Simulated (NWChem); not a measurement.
System: C₂H₂F₂; SMILES F/C=C\F

Here is an NWChem input.

```
start job
memory heap 200 mb stack 900 mb global 1100 mb
geometry units angstroms noautoz
  F     -1.390480     0.000000     0.557303
  C     -0.663844     0.000000    -0.571349
  C      0.663844     0.000000    -0.571349
  F      1.390480     0.000000     0.557303
  H     -1.249322     0.000000    -1.483853
  H      1.249322     0.000000    -1.483853
end
basis spherical
  * library def2-svp
end
dft
  xc r2scan
  iterations 150
  mulliken
end
task dft gradient
```

Parts of the log:

```
             Northwest Computational Chemistry Package (NWChem) 7.3.0
             --------------------------------------------------------

 C2V symmetry detected

                             Geometry "geometry" -> ""
                             -------------------------

 Output coordinates in angstroms (scale by  1.889725989 to convert to a.u.)

  No.       Tag          Charge          X              Y              Z
 ---- ---------------- ---------- -------------- -------------- --------------
    1 F                    9.0000    -1.39048000     0.00000000     0.55081675
    2 C                    6.0000    -0.66384400     0.00000000    -0.57783525
    3 C                    6.0000     0.66384400     0.00000000    -0.57783525
    4 F                    9.0000     1.39048000     0.00000000     0.55081675
    5 H                    1.0000    -1.24932200     0.00000000    -1.49033925
    6 H                    1.0000     1.24932200     0.00000000    -1.49033925

 Effective nuclear repulsion energy (a.u.)     113.2947725772

      Symmetry information
      --------------------

 Group name             C2v
 Group number             16
 Group order               4
 No. of unique centers     3

                                 NWChem DFT Module
                                 -----------------

 Summary of "ao basis" -> "ao basis" (spherical)
 ------------------------------------------------------------------------------
       Tag                 Description            Shells   Functions and Types
 ---------------- ------------------------------  ------  ---------------------
 F                          def2-svp                 6       14   3s2p1d
 C                          def2-svp                 6       14   3s2p1d
 H                          def2-svp                 3        5   2s1p

      Symmetry analysis of basis
      --------------------------

        a1         24
        a2          9
        b1         24
        b2          9

            General Information
            -------------------
          SCF calculation type: DFT
          Wavefunction type:  closed shell.
          No. of atoms     :     6
          No. of electrons :    32
           Alpha electrons :    16
            Beta electrons :    16
          Charge           :     0
          Spin multiplicity:     1
          Use of symmetry is: on ; symmetry adaption is: on
          Maximum number of iterations: 150
          AO basis - number of functions:    66
                     number of shells:    30
          Convergence on energy requested:  1.00D-06
          Convergence on density requested:  1.00D-05
          Convergence on gradient requested:  5.00D-04

              XC Information
              --------------
                      r^2SCAN Method XC Functional
               r^2SCAN metaGGA Exchange Functional  1.000
                     r^2SCAN Correlation Potential  1.000

             Grid Information
             ----------------
          Grid used for XC integration:  medium
          Radial quadrature: Mura-Knowles
          Angular quadrature: Lebedev.
          Tag              B.-S. Rad. Rad. Pts. Rad. Cut. Ang. Pts.
          ---              ---------- --------- --------- ---------
          F                   0.50       49           9.0       434
          C                   0.70       49           7.0       434
          H                   0.35       45           8.0       434
          Grid pruning is: on
          Number of quadrature shells:   143
          Spatial weights used:  Erf1

      Superposition of Atomic Density Guess
      -------------------------------------

 Sum of atomic energies:        -274.83320181

      Non-variational initial energy
      ------------------------------

 Total energy =    -276.273586
 1-e energy   =    -604.851524
 2-e energy   =     215.283166
 HOMO         =      -0.262662
 LUMO         =       0.078787

      Symmetry analysis of molecular orbitals - initial
      -------------------------------------------------

  Numbering of irreducible representations:

     1 a1          2 a2          3 b1          4 b2

  Orbital symmetries:

     1 a1          2 b1          3 a1          4 b1          5 a1
     6 b1          7 a1          8 b1          9 a1         10 a1
    11 b2         12 b1         13 a2         14 b1         15 a1
    16 b2         17 a2         18 a1         19 a1         20 b1
    21 b1         22 a1         23 b1         24 a1         25 b2
    26 b1

     ---------------------------------------------
      Total Density - Mulliken Population Analysis
     ---------------------------------------------

    Atom       Charge   Shell Charges
 -----------   ------   -------------------------------------------------------
    1 F    9     9.38   1.99  1.14  0.77  3.43  2.04  0.01
    2 C    6     5.70   1.99  0.92  0.25  1.73  0.73  0.06
    3 C    6     5.70   1.99  0.92  0.25  1.73  0.73  0.06
    4 F    9     9.38   1.99  1.14  0.77  3.43  2.04  0.01
    5 H    1     0.92   0.68  0.22  0.02
    6 H    1     0.92   0.68  0.22  0.02

[...]

                         DFT ENERGY GRADIENTS

    atom               coordinates                        gradient
                 x          y          z           x          y          z
   1 F      -2.627626   0.000000   1.040893   -0.004689   0.000000   0.006086
   2 C      -1.254483   0.000000  -1.091950    0.007971   0.000000  -0.011487
   3 C       1.254483   0.000000  -1.091950   -0.007971   0.000000  -0.011487
   4 F       2.627626   0.000000   1.040893    0.004689   0.000000   0.006086
   5 H      -2.360876   0.000000  -2.816333    0.003251   0.000000   0.005401
   6 H       2.360876   0.000000  -2.816333   -0.003251   0.000000   0.005401
```

Level: r2SCAN/def2-SVP. The geometry was optimised at B3LYP/6-31G* (spherical d).
